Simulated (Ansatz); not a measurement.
Reaction (ligand exchange at the As–C bond): `[SiH3]C[AsH2]` + CH₃OH → `CO[AsH2]` + `C[SiH3]`

Gas-phase electronic energies from Ansatz, PBE0-D4/def2-TZVP geometries. CCSD(T)/CBS is the MP2 limit (def2-TZVPP, def2-QZVPP) plus CCSD(T) − MP2 in def2-TZVPP, frozen cores. This one scheme is used for every species. Functionals use def2-TZVPP. For As outer-core shells are correlated without core-valence functions, which leaves a few kJ/mol of doubt a bond. Scalar relativity is left out up to krypton.

`[SiH3]C[AsH2]`:

Z-matrix (Å, degrees):
```
Si
C 1 1.867
H 1 1.487 2 109.7
H 1 1.491 2 111.7 3 120.3
H 1 1.487 2 109.7 3 -119.5
As 2 1.981 1 114.3 3 59.8
H 2 1.093 1 111.0 3 -60.9
H 2 1.093 1 111.0 3 -179.5
H 6 1.526 2 95.8 1 -45.9
H 6 1.526 2 95.8 1 46.2
```

CH₃OH:

Z-matrix (Å, degrees):
```
C
O 1 1.409
H 1 1.097 2 112.4
H 1 1.090 2 107.0 3 -118.5
H 1 1.097 2 112.4 3 123.0
H 2 0.959 1 108.5 3 -61.6
```

`CO[AsH2]`:

Z-matrix (Å, degrees):
```
C
O 1 1.407
H 1 1.098 2 111.6
H 1 1.098 2 111.6 3 121.3
H 1 1.093 2 107.7 3 -119.4
As 2 1.784 1 118.1 3 -60.7
H 6 1.538 2 97.5 1 45.6
H 6 1.538 2 97.5 1 -45.6
```

`C[SiH3]`:

```xyz
8

C     0.214    0.908   -0.322
Si   -0.191   -0.813    0.288
H    -0.616    1.592   -0.132
H     0.409    0.903   -1.397
H     1.099    1.300    0.182
H    -0.460   -0.803    1.752
H     0.942   -1.743    0.030
H    -1.397   -1.346   -0.402
```

(1) Is it downhill or uphill in electronic energy at CCSD(T)/CBS, and by how much? (Best estimate.)

(2) What do these levels give: r2SCANh-D4, PBE0, r2SCANh, CAM-B3LYP, LC-ωPBE, MP2/def2-SVP? (Best estimate.)

Largest T1 diagnostic among the species: 0.012.

Answers

(1) The calculation gave: Downhill: ΔE = -0.8 kcal/mol.

(2) The calculation gave: r2SCANh-D4 -2.2, PBE0 -1.4, r2SCANh -2.3, CAM-B3LYP -4.5, LC-ωPBE -2.1, MP2/def2-SVP -1.1 kcal/mol.

Leaving LDA and LC-ωPBE aside and taking each functional with its dispersion term where it has one, the values, not all of them listed here, spread over 4.4 kcal/mol, from B97M-V to PBE-QIDH. LDA lies +0.9 kcal/mol from PBE without D4. At CCSD(T), def2-SVP lies −0.9 kcal/mol from the extrapolated value and def2-TZVPP −0.5 kcal/mol. From r2SCAN to r2SCAN0 (25 % exact exchange), in def2-TZVPP and without D4, ΔE moves by +1.2 kcal/mol.
